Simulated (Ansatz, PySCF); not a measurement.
Dimer: NH3 (SMILES N) (first 4 atoms) with HF (SMILES F); geometry from B3LYP-D3(BJ)/def2-TZVP, rigid monomers moved along the line of their centres of mass till N1···H6 is 1.51 Å.
(charge 0, multiplicity 1):
```csv
atom,x (Å),y (Å),z (Å)
N,0.0382,0.1766,0.3049
H,-0.2387,-0.7405,-0.0275
H,-0.6002,0.8572,-0.0915
H,0.9652,0.3718,-0.0566
F,0.0119,0.2696,2.7734
H,0.0222,0.2334,1.8119
```

Interaction energies are E(AB) − E(A) − E(B) at the monomers' geometry in the complex; basis-set methods are counterpoise corrected. Rows marked so take none.

Rows in 6-31G* carry no dispersion term and start afresh at each structure (6-31G* with six Cartesian d functions). MP2/6-31G* freezes PySCF's default core.

Run with Ansatz (an electronic-structure program); PySCF for 6-31G* rows, the dispersion terms. Each number belongs to the level named beside it.

Problem. What is the computed interaction energy (PBE-D4/def2-TZVPPD)?

Solution. -14.1 kcal/mol

Problem. What is the computed interaction energy (HF/6-31G* (no counterpoise))?

Solution. -10.7 kcal/mol

Problem. What interaction energy does MP2/6-31G* (no counterpoise) give?

Solution. -12.6 kcal/mol
